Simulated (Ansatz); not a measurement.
Ideal-gas functions of `C1=C[SiH2]O1` at 298.15 K and 1 bar, from an Ansatz frequency run at PBE0-D4/def2-TZVP.

Molar mass 72.14 g/mol, point group Cs (symmetry number 1), electronic degeneracy 1, moments of inertia 42.567, 62.691, 99.334 u Å². Harmonic wavenumbers (cm⁻¹, unscaled): 280, 601, 627, 674, 681, 738, 777, 892, 969, 973, 1043, 1140, 1295, 1565, 2243, 2248, 3173, 3297.

Use S(trans) = R[1.5 ln M + 2.5 ln T − 1.1517]; rotational temperatures θ = 24.2544 K / I; S(rot) = R[ln(√π/σ · √(T³/θAθBθC)) + 1.5]; for each mode x = 1.438777 ν̃/T, S = R[x/(eˣ − 1) − ln(1 − e⁻ˣ)] and H = RT x/(eˣ − 1); 1 cm⁻¹ = 0.0119627 kJ/mol; R = 8.31446 J/(mol·K).

By hand: the entropy, in J/(mol·K).

Translation 162.2. Rotation: θ = 0.5698, 0.3869, 0.2442 K, giving 100.4. Vibration, mode by mode: 6.42, 1.87, 1.70, 1.42, 1.38, 1.11, 0.95, 0.60, 0.44, 0.44, 0.33, 0.22, 0.12, 0.04, 0.00, 0.00, 0.00, 0.00, in all 17.0. Electronic 0.0. Sum 279.6 J/(mol·K).

By hand: H − E and G − E in kJ/mol, counted from the electronic energy.

Zero-point energy ½ × 23216 × 0.0119627 = 138.9; thermal vibration 3.6; translation, rotation and pV give 4 RT = 9.9. H − E = 152.4 kJ/mol, and G − E = 152.4 − 298.15 × 279.6/1000 = 69.0 kJ/mol.

Vibration gives 6 % of the entropy.
